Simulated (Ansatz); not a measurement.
Ansatz (a quantum-chemistry and plane-wave program) input (B3LYP/6-31G*):

Ansatz 0.2 input:
```yaml
crystal:
  periodic: [false, false, false]
  atoms:
    - {symbol: C, position_ang: [1.48685694, -0.15051733, -0.15561592]}
    - {symbol: C, position_ang: [0.24872926, 0.00419703, -0.04182959]}
    - {symbol: O, position_ang: [-1.12051848, 0.18446815, 0.07907451]}
    - {symbol: H, position_ang: [-1.44936944, -0.59782338, 0.55207706]}
basis:
  gaussian:
    orbitals: 6-31G*
hamiltonian:
  xc: {name: B3LYP}
total_charge: -1
phonons: {temperatures: {t_min: 298.15, t_max: 298.15, t_step: 100}}
```

Output:

```
Functional definition: B3LYP
integrals: 0.01 GiB planned
491 factors; integrals over basis functions are off by at most 3.9e-4 eV
mean field: 0.10 GiB planned
mean field evaluation 1: about -4124.9745 eV, gradient 5.5e1 eV
mean field evaluation 2: about -4044.9028 eV, gradient 1.4e2 eV
mean field evaluation 4: about -4132.8420 eV, gradient 6.4e0 eV
mean field evaluation 8: about -4132.9399 eV, gradient 2.6e-1 eV
mean field evaluation 16: about -4132.9401 eV, gradient 1.3e-5 eV
mean field -4132.94013360 eV, -151.8827485024 hartree, gradient 1.3e-5 eV, S^2 0.000000; 0 other end points of the search recorded, 0 dependent functions left out
the calculation of the forces begins
reference -4132.94029107 eV, -151.8827542894 hartree; 11, 11 occupied and 36, 36 virtual orbitals, 491 factors
these checks for a lower state are left out or cut short: stability, starts, cluster_reference, orbital_swaps, neighbouring_geometries, increment
integrals: 0.01 GiB planned
491 factors; integrals over basis functions are off by at most 3.9e-4 eV
mean field: 0.10 GiB planned
mean field -4132.94012889 eV, -151.8827483293 hartree, gradient 2.9e-6 eV, S^2 0.000000; 0 other end points of the search recorded, 0 dependent functions left out
the calculation of the forces begins
reference -4132.94028635 eV, -151.8827541158 hartree; 11, 11 occupied and 36, 36 virtual orbitals, 491 factors
these checks for a lower state are left out or cut short: stability, starts, cluster_reference, orbital_swaps, neighbouring_geometries, increment
integrals: 0.01 GiB planned
491 factors; integrals over basis functions are off by at most 3.9e-4 eV
mean field: 0.10 GiB planned
mean field -4132.94013048 eV, -151.8827483875 hartree, gradient 1.1e-6 eV, S^2 0.000000; 0 other end points of the search recorded, 0 dependent functions left out
the calculation of the forces begins
reference -4132.94028796 eV, -151.8827541750 hartree; 11, 11 occupied and 36, 36 virtual orbitals, 491 factors
these checks for a lower state are left out or cut short: stability, starts, cluster_reference, orbital_swaps, neighbouring_geometries, increment
integrals: 0.01 GiB planned
491 factors; integrals over basis functions are off by at most 3.9e-4 eV
mean field: 0.10 GiB planned
mean field evaluation 32: about -4132.9399 eV, gradient 1.3e-1 eV
mean field -4132.94000456 eV, -151.8827437600 hartree, gradient 2.6e-6 eV, S^2 0.000000; 0 other end points of the search recorded, 0 dependent functions left out
the calculation of the forces begins
reference -4132.94016209 eV, -151.8827495493 hartree; 11, 11 occupied and 36, 36 virtual orbitals, 491 factors
these checks for a lower state are left out or cut short: stability, starts, cluster_reference, orbital_swaps, neighbouring_geometries, increment
integrals: 0.01 GiB planned
491 factors; integrals over basis functions are off by at most 3.9e-4 eV
mean field: 0.10 GiB planned
mean field -4132.94000292 eV, -151.8827436999 hartree, gradient 1.9e-6 eV, S^2 0.000000; 0 other end points of the search recorded, 0 dependent functions left out
the calculation of the forces begins
reference -4132.94016033 eV, -151.8827494846 hartree; 11, 11 occupied and 36, 36 virtual orbitals, 491 factors
these checks for a lower state are left out or cut short: stability, starts, cluster_reference, orbital_swaps, neighbouring_geometries, increment
integrals: 0.01 GiB planned
491 factors; integrals over basis functions are off by at most 3.9e-4 eV
mean field: 0.10 GiB planned
mean field -4132.94011601 eV, -151.8827478561 hartree, gradient 1.8e-6 eV, S^2 0.000000; 0 other end points of the search recorded, 0 dependent functions left out
the calculation of the forces begins
reference -4132.94027350 eV, -151.8827536437 hartree; 11, 11 occupied and 36, 36 virtual orbitals, 491 factors
these checks for a lower state are left out or cut short: stability, starts, cluster_reference, orbital_swaps, neighbouring_geometries, increment
integrals: 0.01 GiB planned
491 factors; integrals over basis functions are off by at most 3.9e-4 eV
mean field: 0.10 GiB planned
mean field -4132.94011132 eV, -151.8827476837 hartree, gradient 2.1e-6 eV, S^2 0.000000; 0 other end points of the search recorded, 0 dependent functions left out
the calculation of the forces begins
reference -4132.94026878 eV, -151.8827534701 hartree; 11, 11 occupied and 36, 36 virtual orbitals, 491 factors
these checks for a lower state are left out or cut short: stability, starts, cluster_reference, orbital_swaps, neighbouring_geometries, increment
integrals: 0.01 GiB planned
491 factors; integrals over basis functions are off by at most 3.9e-4 eV
mean field: 0.10 GiB planned
mean field -4132.93994411 eV, -151.8827415386 hartree, gradient 3.0e-6 eV, S^2 0.000000; 0 other end points of the search recorded, 0 dependent functions left out
the calculation of the forces begins
reference -4132.94010158 eV, -151.8827473257 hartree; 11, 11 occupied and 36, 36 virtual orbitals, 491 factors
these checks for a lower state are left out or cut short: stability, starts, cluster_reference, orbital_swaps, neighbouring_geometries, increment
integrals: 0.01 GiB planned
491 factors; integrals over basis functions are off by at most 3.9e-4 eV
mean field: 0.10 GiB planned
mean field evaluation 64: about -4132.9398 eV, gradient 1.9e-1 eV
mean field -4132.93994188 eV, -151.8827414568 hartree, gradient 2.5e-6 eV, S^2 0.000000; 0 other end points of the search recorded, 0 dependent functions left out
the calculation of the forces begins
reference -4132.94009935 eV, -151.8827472437 hartree; 11, 11 occupied and 36, 36 virtual orbitals, 491 factors
these checks for a lower state are left out or cut short: stability, starts, cluster_reference, orbital_swaps, neighbouring_geometries, increment
integrals: 0.01 GiB planned
491 factors; integrals over basis functions are off by at most 4.0e-4 eV
mean field: 0.10 GiB planned
mean field -4132.93998867 eV, -151.8827431762 hartree, gradient 1.3e-6 eV, S^2 0.000000; 0 other end points of the search recorded, 0 dependent functions left out
the calculation of the forces begins
reference -4132.94014603 eV, -151.8827489593 hartree; 11, 11 occupied and 36, 36 virtual orbitals, 491 factors
these checks for a lower state are left out or cut short: stability, starts, cluster_reference, orbital_swaps, neighbouring_geometries, increment
integrals: 0.01 GiB planned
491 factors; integrals over basis functions are off by at most 3.9e-4 eV
mean field: 0.10 GiB planned
mean field -4132.93998619 eV, -151.8827430852 hartree, gradient 1.3e-6 eV, S^2 0.000000; 0 other end points of the search recorded, 0 dependent functions left out
the calculation of the forces begins
reference -4132.94014377 eV, -151.8827488762 hartree; 11, 11 occupied and 36, 36 virtual orbitals, 491 factors
these checks for a lower state are left out or cut short: stability, starts, cluster_reference, orbital_swaps, neighbouring_geometries, increment
integrals: 0.01 GiB planned
491 factors; integrals over basis functions are off by at most 3.9e-4 eV
mean field: 0.10 GiB planned
mean field -4132.94007250 eV, -151.8827462570 hartree, gradient 1.7e-6 eV, S^2 0.000000; 0 other end points of the search recorded, 0 dependent functions left out
the calculation of the forces begins
reference -4132.94022989 eV, -151.8827520409 hartree; 11, 11 occupied and 36, 36 virtual orbitals, 491 factors
these checks for a lower state are left out or cut short: stability, starts, cluster_reference, orbital_swaps, neighbouring_geometries, increment
integrals: 0.01 GiB planned
491 factors; integrals over basis functions are off by at most 3.9e-4 eV
mean field: 0.10 GiB planned
mean field -4132.94007318 eV, -151.8827462821 hartree, gradient 2.5e-6 eV, S^2 0.000000; 0 other end points of the search recorded, 0 dependent functions left out
the calculation of the forces begins
reference -4132.94023074 eV, -151.8827520721 hartree; 11, 11 occupied and 36, 36 virtual orbitals, 491 factors
these checks for a lower state are left out or cut short: stability, starts, cluster_reference, orbital_swaps, neighbouring_geometries, increment
integrals: 0.01 GiB planned
491 factors; integrals over basis functions are off by at most 3.9e-4 eV
mean field: 0.10 GiB planned
mean field evaluation 96: about -4132.9400 eV, gradient 1.3e-1 eV
mean field -4132.94000214 eV, -151.8827436714 hartree, gradient 8.9e-7 eV, S^2 0.000000; 0 other end points of the search recorded, 0 dependent functions left out
the calculation of the forces begins
reference -4132.94015972 eV, -151.8827494622 hartree; 11, 11 occupied and 36, 36 virtual orbitals, 491 factors
these checks for a lower state are left out or cut short: stability, starts, cluster_reference, orbital_swaps, neighbouring_geometries, increment
integrals: 0.01 GiB planned
491 factors; integrals over basis functions are off by at most 4.0e-4 eV
mean field: 0.10 GiB planned
mean field -4132.94000776 eV, -151.8827438778 hartree, gradient 9.8e-7 eV, S^2 0.000000; 0 other end points of the search recorded, 0 dependent functions left out
the calculation of the forces begins
reference -4132.94016513 eV, -151.8827496611 hartree; 11, 11 occupied and 36, 36 virtual orbitals, 491 factors
these checks for a lower state are left out or cut short: stability, starts, cluster_reference, orbital_swaps, neighbouring_geometries, increment
integrals: 0.01 GiB planned
491 factors; integrals over basis functions are off by at most 3.9e-4 eV
mean field: 0.10 GiB planned
mean field -4132.94011701 eV, -151.8827478925 hartree, gradient 2.3e-6 eV, S^2 0.000000; 0 other end points of the search recorded, 0 dependent functions left out
the calculation of the forces begins
reference -4132.94027450 eV, -151.8827536803 hartree; 11, 11 occupied and 36, 36 virtual orbitals, 491 factors
these checks for a lower state are left out or cut short: stability, starts, cluster_reference, orbital_swaps, neighbouring_geometries, increment
integrals: 0.01 GiB planned
491 factors; integrals over basis functions are off by at most 3.9e-4 eV
mean field: 0.10 GiB planned
mean field -4132.94012020 eV, -151.8827480099 hartree, gradient 2.3e-6 eV, S^2 0.000000; 0 other end points of the search recorded, 0 dependent functions left out
the calculation of the forces begins
reference -4132.94027765 eV, -151.8827537961 hartree; 11, 11 occupied and 36, 36 virtual orbitals, 491 factors
Total energy: -4132.94029107 eV, -151.8827542894 hartree
Atom 0 at     1.486857    -0.150517    -0.155616 Å, force     0.000298    -0.000309     0.000119 eV/Å
Atom 1 at     0.248729     0.004197    -0.041830 Å, force     0.000722     0.000788    -0.000539 eV/Å
Atom 2 at    -1.120518     0.184468     0.079075 Å, force    -0.000097     0.000193    -0.000088 eV/Å
Atom 3 at    -1.449369    -0.597823     0.552077 Å, force    -0.000924    -0.000671     0.000508 eV/Å
Dipole moment:    -1.268078    -0.153116     0.284089 e Å
Vibrations: 314.41 377.01 913.78 1218.88 2061.93 3626.98 cm⁻¹, zero-point energy 0.527738 eV
```

The blocks after the first are displaced geometries, from whose forces the wavenumbers follow.

The dipole moment of an ion depends on the origin.
